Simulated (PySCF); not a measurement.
Si(OH)3(NH2) (H₅NO₃Si), SMILES N[Si](O)(O)O.

Geometry: ωB97X-D3(BJ)/def2-SVP. The geometry has at least one imaginary mode, so it is a saddle point at that level. One conformer was computed; it need not be the lowest.

The numbers are results of TDA-PBE/def2-SVPD in PySCF, not measurements.

Vertical excitations. 

| state | energy (eV) | λ (nm) | f | main pairs |
|---|---|---|---|---|
| S1 | 5.65 | 220 | 0.031 | HOMO→LUMO 100 % |
| S2 | 6.36 | 195 | 0.004 | HOMO−1→LUMO 100 % |
| S3 | 6.92 | 179 | 0.040 | HOMO−2→LUMO 98 % |
| S4 | 7.00 | 177 | 0.002 | HOMO→LUMO+1 68 %, HOMO−3→LUMO 30 % |
| S5 | 7.04 | 176 | 0.004 | HOMO→LUMO+2 99 % |
| S6 | 7.10 | 175 | 0.085 | HOMO−3→LUMO 63 %, HOMO→LUMO+1 27 % |
| S7 | 7.19 | 172 | 0.018 | HOMO→LUMO+3 92 % |
| S8 | 7.57 | 164 | 0.013 | HOMO−4→LUMO 92 % |
| S9 | 7.66 | 162 | 0.021 | HOMO−1→LUMO+1 89 % |
| S10 | 7.77 | 160 | 0.028 | HOMO−5→LUMO 86 %, HOMO−1→LUMO+2 14 % |
| T1 | 5.48 | 226 | 0 | HOMO→LUMO 100 % |
| T2 | 6.20 | 200 | 0 | HOMO−1→LUMO 100 % |
| T3 | 6.75 | 184 | 0 | HOMO−2→LUMO 99 % |
| T4 | 6.78 | 183 | 0 | HOMO→LUMO+1 97 % |
Triplets are in the Tamm–Dancoff approximation.
